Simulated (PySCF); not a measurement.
C3H7O, charge +1, singlet, geometry from GFN2-xTB; B3LYP/STO-3G in PySCF.

PySCF was given this input:
```python
from pyscf import gto, scf, dft

mol = gto.M(
    atom='''
O    -0.12196456   -0.11943116    1.32799784
C    -0.00798184   -0.01099008    0.06880575
C     0.07373480    1.28361169   -0.60229975
C     0.04849087   -1.25339967   -0.69585394
H    -0.32280816    2.10426178   -0.00494255
H     0.33273813   -2.09663446   -0.06823236
H    -0.40234208    1.26246429   -1.58195675
H     1.13051027    1.50223461   -0.79778580
H     0.69259699   -1.16845430   -1.56935464
H    -0.95587967   -1.46687807   -1.07995797
H    -0.18456204    0.70312382    1.85433503
''',
    basis='sto-3g',
    charge=1,
    verbose=3,
)

mf = dft.RKS(mol)
mf.xc = 'b3lyp'
mf.grids.level = 1
mf.kernel()
mf.analyze()
```

Problem. Write the output that PySCF gives for this input, abridged.

Solution. 
```
converged SCF energy = -191.04805812862
**** MO energy ****
MO #1   energy= -19.3530909107002  occ= 2
MO #2   energy= -10.4477687751177  occ= 2
MO #3   energy= -10.2783458377614  occ= 2
MO #4   energy= -10.268347865504   occ= 2
MO #5   energy= -1.38555701343287  occ= 2
MO #6   energy= -1.03013894970432  occ= 2
MO #7   energy= -0.941646416854244 occ= 2
MO #8   energy= -0.869394071677845 occ= 2
MO #9   energy= -0.73114933975067  occ= 2
MO #10  energy= -0.696603132835855 occ= 2
MO #11  energy= -0.6915906648959   occ= 2
MO #12  energy= -0.619696027453862 occ= 2
MO #13  energy= -0.602435834793291 occ= 2
MO #14  energy= -0.58924718991355  occ= 2
MO #15  energy= -0.583817198817092 occ= 2
MO #16  energy= -0.557567069703776 occ= 2
MO #17  energy= -0.261588118530387 occ= 0
MO #18  energy= -0.00339492752201481 occ= 0
MO #19  energy= 0.114032405058437  occ= 0
MO #20  energy= 0.139591972626287  occ= 0
MO #21  energy= 0.184570297934648  occ= 0
MO #22  energy= 0.200258630490659  occ= 0
MO #23  energy= 0.228997018228714  occ= 0
MO #24  energy= 0.247448656324067  occ= 0
 ** Mulliken atomic charges  **
charge of    0O =      0.03761
charge of    1C =      0.30308
charge of    2C =     -0.16884
charge of    3C =     -0.15751
charge of    4H =      0.09886
charge of    5H =      0.11307
charge of    6H =      0.12104
charge of    7H =      0.13089
charge of    8H =      0.11603
charge of    9H =      0.13018
charge of   10H =      0.27559

WARN: System has nonzero charge 1; the dipole moment is origin-dependent.
Location of origin: [0. 0. 0.]

Dipole moment(X, Y, Z, Debye): -0.09138,  1.57800,  0.70257
```
